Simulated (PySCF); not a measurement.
# Bonding in `O=CO[Si@@H]1COCCC1=O`

Species: C5H8O4Si.
Numbering: `[O:1]=[CH:2][O:3][Si@@H:4]1[CH2:5][O:6][CH2:7][CH2:8][C:9]1=[O:10]` (hydrogens: H11 on C2; H12 on Si4; H13, H14 on C5; H15, H16 on C7; H17, H18 on C8)

Structure used (GFN2-xTB), in Å, numbered top down from 1:
```xyz
18
C5H8O4Si angstrom
O      3.557   -1.124   -0.229
C      3.360   -0.062    0.276
O      2.179    0.401    0.622
Si     0.768   -0.455    0.433
C      0.112   -0.438   -1.365
O     -1.288   -0.669   -1.355
C     -2.034    0.314   -0.692
C     -1.952    0.236    0.844
C     -0.568    0.600    1.319
O     -0.358    1.499    2.097
H      4.153    0.665    0.515
H      0.863   -1.806    0.971
H      0.529   -1.239   -1.977
H      0.324    0.513   -1.878
H     -1.731    1.318   -1.023
H     -3.070    0.143   -0.999
H     -2.158   -0.792    1.145
H     -2.695    0.902    1.285
```

Bond orders from the PBE0/pcSseg-1 density (PySCF). Geometry: GFN2-xTB, one conformer, isolated molecule.

Where do the orders between heavy atoms depart from those drawn in the SMILES?

The largest departure is 0.179, at C9–Si4 (drawn single, 0.821). Drawn single, order below 0.88: O3–Si4 (0.849) and C9–Si4 (0.821).

Set the Mayer orders of the bonds between heavy atoms beside their lengths.

```
  bond  drawn as  length (Å)  Mayer order
 O1–C2    double       1.192        1.959
 C2–O3    single       1.315        1.100
O3–Si4    single       1.662        0.849
Si4–C5    single       1.914        0.900
 C5–O6    single       1.420        0.888
 O6–C7    single       1.401        0.932
 C7–C8    single       1.541        1.005
 C8–C9    single       1.507        0.960
C9–O10    double       1.208        1.956
C9–Si4    single       1.919        0.821
```

By pair of heavy elements: C–O: lowest C5–O6 (0.888, 1.420 Å), highest O1–C2 and C9–O10 (1.959, 1.192 Å). C–Si: lowest C9–Si4 (0.821, 1.919 Å), highest Si4–C5 (0.900, 1.914 Å). C–C: lowest C8–C9 (0.960, 1.507 Å), highest C7–C8 (1.005, 1.541 Å); in 1 of the 1 pairs the longer bond (by over 0.003 Å) has the higher order (by 0.02 or more). Bonds named together lie within 0.004.

And the bonds to hydrogen?

C–H: 0.92 to 0.95 (7 bonds); H–Si: 0.94 (1 bond).

Sum the orders of all bonds at each heavy atom with more than one neighbour and set the sums beside the valence in the SMILES.

C2 3.992 (drawn 4), O3 1.949 (drawn 2), Si4 3.511 (drawn 4), C5 3.665 (drawn 4), O6 1.820 (drawn 2), C7 3.826 (drawn 4), C8 3.817 (drawn 4), C9 3.737 (drawn 4). Orders between atoms that aren't bonded are not in these sums.

For a closed shell the Mayer order of atoms A and B is Σ (PS)μν (PS)νμ over the basis functions μ on A and ν on B, with P the density and S the overlap matrix.
